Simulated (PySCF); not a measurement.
**Radial density of Al (aluminium, neutral)**

M06-L, [Ne] 3s2 3p1, 2P determinant. Computed with PySCF 2.14 in x2c-TZVPall, with the spin-free X2C one-electron Hamiltonian (Gaussian nucleus).

| r (bohr) | 4πr²ρ (e/bohr) | 4πr²(ρα − ρβ) |
| --- | --- | --- |
| 0.00227 | 0.09522 | 0.0000 |
| 0.00382 | 0.2557 | 0.0000 |
| 0.00643 | 0.6566 | 0.0000 |
| 0.0108 | 1.627 | 0.0001 |
| 0.0182 | 3.743 | 0.0002 |
| 0.0306 | 7.605 | 0.0004 |
| 0.0515 | 12.48 | 0.0012 |
| 0.0866 | 14.53 | 0.0044 |
| 0.146 | 10.73 | 0.0165 |
| 0.245 | 8.783 | 0.0432 |
| 0.412 | 12.62 | 0.0548 |
| 0.693 | 8.801 | 0.0079 |
| 1.17 | 2.055 | 0.0399 |
| 1.96 | 1.212 | 0.2633 |
| 3.30 | 0.7435 | 0.2841 |
| 5.55 | 0.1029 | 0.0691 |
| 9.33 | 0.0009797 | 0.0009 |

Densities and radii are taken from the X2C orbitals without a picture-change correction, which distorts them close to the nucleus.
